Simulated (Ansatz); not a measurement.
Reaction (formal exchange of groups at the Se–As bond): `C[Se][AsH2]` + `[CH3][GeH]([F])[Cl]` → `C[Se][Ge]([CH3])([F])[Cl]` + `[AsH3]`

Gas-phase electronic energies from Ansatz, PBE0-D4/def2-TZVP geometries. CBS: MP2 limit from def2 TZ/QZ plus the TZ coupled-cluster correction, frozen cores. DFT in def2-TZVPP. For As, Ge, Se outer-core shells are correlated without core-valence functions, which leaves a few kJ/mol of doubt a bond. Scalar relativity is left out up to krypton. Each species was taken in one conformer, which may not be the lowest.

```csv
species,r2SCAN-D4 energy (Eh)
`C[Se][AsH2]`,-4678.52291
`[CH3][GeH]([F])[Cl]`,-2677.62658
`C[Se][Ge]([CH3])([F])[Cl]`,-5118.51150
`[AsH3]`,-2237.65024
```

Q: Work out ΔE.

A: ΔE = (-5118.51150) + (-2237.65024) − (-4678.52291) − (-2677.62658) = -0.01225 Eh = -32.2 kJ/mol. CCSD(T)/CBS gives -31.9 kJ/mol.

Largest T1 diagnostic among the species: 0.011.

At CCSD(T), def2-SVP lies −5.3 kJ/mol from the extrapolated value and def2-TZVPP −2.3 kJ/mol. In def2-TZVPP, CCSD(T) changes the Hartree–Fock value by −12.4 kJ/mol (the triples alone add −1.7 kJ/mol) and MP2 by −13.4 kJ/mol.
